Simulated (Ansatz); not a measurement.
The lowest singlet and triplet of H2P (SMILES [PH2+]); geometries from B3LYP-D3(BJ)/def2-TZVP, each state relaxed from the structure named, with no frequency check.
Singlet at the triplet's geometry (charge 1, multiplicity 1):
| atom | x (Å) | y (Å) | z (Å) |
|---|---|---|---|
| P | -0.0002 | 0.0811 | 0.0000 |
| H | -1.2361 | -0.6117 | 0.0000 |
| H | 1.2394 | -0.6049 | 0.0000 |

A positive gap puts the triplet lower; no zero-point energy. R- takes a restricted singlet. U- takes an unrestricted singlet (broken symmetry where lower, unprojected). The triplet is unrestricted in single-reference levels.

Correlated levels freeze the cores.

Codes used: Ansatz (a quantum-chemistry and plane-wave program) with Gaussian orbitals. Each number belongs to the level named beside it.

### Question
One of these levels gives -4.02 kcal/mol for the gap E(singlet) − E(triplet), vertical, at the triplet's geometry. Name it.
A) R-B2PLYP/def2-TZVPP
B) U-wB97X-V/def2-TZVPP (spin-contaminated)
C) U-SCS-MP2/cc-pV(D+d)Z (spin-contaminated)
D) U-CCSD(T)/cc-pV(T+d)Z (spin-contaminated)

### Answer
D, U-CCSD(T)/cc-pV(T+d)Z (spin-contaminated). The others give -6.91 (U-wB97X-V/def2-TZVPP (spin-contaminated)), -2.54 (R-B2PLYP/def2-TZVPP), -1.99 (U-SCS-MP2/cc-pV(D+d)Z (spin-contaminated))

Doubts at one or more of the structures used: a restricted determinant that unrestricted orbitals would lower (R-B2PLYP/def2-TZVPP); T1 above 0.05 (U-CCSD(T)/cc-pV(T+d)Z (spin-contaminated)).
